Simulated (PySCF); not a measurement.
PySCF 2.14 output of an unrestricted PBE calculation on a single atom or ion in x2c-QZVPPall, with the spin-free X2C one-electron Hamiltonian (Gaussian nucleus):

```
SCF conv_tol = 1e-09
number electrons alpha = 15  beta = 10
    J. P. Perdew, K. Burke, and M. Ernzerhof.,  Phys. Rev. Lett. 77, 3865 (1996)
    J. P. Perdew, K. Burke, and M. Ernzerhof.,  Phys. Rev. Lett. 78, 1396 (1997)
    J. P. Perdew, K. Burke, and M. Ernzerhof.,  Phys. Rev. Lett. 77, 3865 (1996)
    J. P. Perdew, K. Burke, and M. Ernzerhof.,  Phys. Rev. Lett. 78, 1396 (1997)
cycle= 1 E= -1391.88855303588  delta_E= -0.018  |g|= 0.0788  |ddm|= 0.297
cycle= 2 E= -1391.88815918938  delta_E= 0.000394  |g|= 0.0981  |ddm|= 0.109
cycle= 3 E= -1391.88968771934  delta_E= -0.00153  |g|= 0.00299  |ddm|= 0.0455
cycle= 4 E= -1391.88968903746  delta_E= -1.32e-06  |g|= 0.000108  |ddm|= 0.00178
cycle= 5 E= -1391.88968904037  delta_E= -2.92e-09  |g|= 2.53e-05  |ddm|= 7.15e-05
cycle= 6 E= -1391.8896890405  delta_E= -1.29e-10  |g|= 2.87e-06  |ddm|= 2.59e-05
converged SCF energy = -1391.8896890405  <S^2> = 8.7504588  2S+1 = 6.0001529
```

The run itself started from symmetry-adapted Hartree-Fock orbitals and held the occupation by maximum overlap, on a logarithmic radial grid, so the iterations belong to that start.

Task: Which element, charge and spin multiplicity is this?

Result: Co²⁺ (cobalt, charge +2), multiplicity 6; the state was [Ar] 3d6 4s1, high-spin 6D determinant (an excited configuration).
